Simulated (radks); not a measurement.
Trend from Lu2+ to Hg2+: ionisation energy by Delta-SCF between NIST ground configurations, and size. All-electron calculation, Dirac Kohn-Sham, PBE, spin-unpolarised, spherical densities, point nucleus; open shells are shared between the two j in proportion to 2j + 1. Program: a radial shooting solver on a logarithmic mesh with Libxc functionals.

species   configuration  configuration of the ion  IE (eV)  NIST (eV)       kind   -e(HOMO) (eV)
Lu2+      [Xe] 4f14 6s1                 [Xe] 4f14   21.067     20.959       exp.  17.577 (6s1/2)
Hf2+      [Xe] 4f14 5d2             [Xe] 4f14 5d1   21.783      22.55     theory  16.467 (5d5/2)
Ta2+      [Xe] 4f14 5d3             [Xe] 4f14 5d2   23.593         23     theory  18.026 (5d5/2)
W2+       [Xe] 4f14 5d4             [Xe] 4f14 5d3   25.372       26.0  semi-emp.  19.542 (5d5/2)
Re2+      [Xe] 4f14 5d5             [Xe] 4f14 5d4   27.119         27     theory  21.019 (5d5/2)
Os2+      [Xe] 4f14 5d6             [Xe] 4f14 5d5   28.839         25     theory  22.463 (5d5/2)
Ir2+      [Xe] 4f14 5d7             [Xe] 4f14 5d6   30.536         28     theory  23.881 (5d5/2)
Pt2+      [Xe] 4f14 5d8             [Xe] 4f14 5d7   32.214         29     theory  25.278 (5d5/2)
Au2+      [Xe] 4f14 5d9             [Xe] 4f14 5d8   33.878         30     theory  26.657 (5d5/2)
Hg2+     [Xe] 4f14 5d10             [Xe] 4f14 5d9   35.530      34.49       exp.  28.022 (5d5/2)

Reference values: NIST Atomic Spectra Database (exp. = measured, semi-emp. = semi-empirical, theory = theoretical value adopted there). Spin polarisation and multiplet splitting are left out, so open shells lie too high by an amount that depends on their filling. Sharing an open shell by 2j + 1 raises it above the true ground level by a part of the spin-orbit splitting, which enters the differences from NIST.

Beside tabulated values, note that spin-unpolarised runs miss the spin-polarisation part of the exchange energy of open shells.
